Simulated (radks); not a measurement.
Results of a calculation; reference values are marked as such.
Spherical quantum dot in the effective-mass picture: electrons in a well V = -V0 / (1 + exp((r - R)/a)) with V0 = 4.27, R = 5.8, a = 0.65, all in effective atomic units (hartree* = m*/eps^2 hartree, bohr* = eps/m* bohr), one dielectric constant everywhere. Level of theory: non-relativistic Kohn-Sham, LDA (Slater exchange, Perdew-Wang correlation), spin-polarised, spherical densities (a radial shooting solver with Libxc functionals). Levels are named by radial order and angular momentum (1s, 1p, 1d, 2s, ...), and open shells are averaged over m.

N = 10, configuration 1s2 1p6 1d(up 2, down 0). This is the lowest configuration that the search found. Occupied and some empty levels:

level,occupation,eigenvalue (hartree*),<r> (bohr*)
1s up,1,-1.6573,3.361
1s down,1,-1.6359,3.340
1p up,3,-1.5465,3.635
1p down,3,-1.5232,3.629
1d up,2,-1.3750,3.862
1d down,0,-1.3510,3.862
1f up,0,-1.1555,4.058
2s up,0,-1.1367,2.854
1f down,0,-1.1316,4.062
2s down,0,-1.1250,2.857
2p up,0,-0.88437,3.338
2p down,0,-0.86996,3.336

Energy (hartree*): total -27.0418, kinetic 2.7357, external -39.895, Hartree 12.517, exchange-correlation -2.4001.
